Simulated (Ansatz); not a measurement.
`C[N](C)[Au]` + CH₃SH → `C[S][Au]` + `CNC` at 400 K and 1 bar (ligand exchange at the Au–N bond).

Gas-phase electronic energies from Ansatz, PBE0-D4/def2-TZVP geometries. CCSD(T)/CBS adds triple-zeta CCSD(T) − MP2 to the extrapolated MP2 energy (def2 sets, frozen cores). This one scheme is used for every species. def2 core potentials past Kr. For Au outer-core shells are correlated without core-valence functions, which leaves a few kJ/mol of doubt a bond.

| species | CCSD(T)/CBS energy (Eh) | H − E (kJ/mol) | S (J/(mol·K)) |
| --- | --- | --- | --- |
| `C[N](C)[Au]` | -269.89851 | 239.2 | 351.4 |
| CH₃SH | -438.22835 | 138.7 | 269.4 |
| `C[S][Au]` | -573.16596 | 123.0 | 332.5 |
| `CNC` | -135.00321 | 264.6 | 293.2 |

H − E and S are ideal-gas, rigid-rotor, harmonic terms from PBE0-D4/def2-TZVP. 1 Eh = 2625.50 kJ/mol, R = 8.31446 J/(mol·K).

By hand: ΔE, ΔH, ΔS and ΔG.

ΔE = (-573.16596) + (-135.00321) − (-269.89851) − (-438.22835) = -0.04231 Eh = -111.1 kJ/mol. Δ(H − E) = 123.0 + 264.6 − 239.2 − 138.7 = 9.7, so ΔH = -101.4 kJ/mol. ΔS = 332.5 + 293.2 − 351.4 − 269.4 = 4.9 J/(mol·K). ΔG = -101.4 − 400 × (4.9)/1000 = -103.4 kJ/mol.

By hand: the equilibrium constant, and the temperature at which ΔG would vanish if ΔH and ΔS stayed fixed.

log₁₀ K = −ΔG/(RT ln 10) = 13.5. ΔH and −TΔS have one sign here, so there is no such temperature.

The number of gas molecules stays the same, so ΔS is small and ΔH decides. A doubt of 5 kJ/mol in ΔE shifts log₁₀ K by 0.7 here. These are equilibria of isolated gas molecules and say nothing of rates. Largest T1 diagnostic: 0.029 (customary marks: 0.02 for closed shells, 0.045 for open ones).

ΔS is within the doubt of such terms, so its sign, and with it that verdict, could turn.
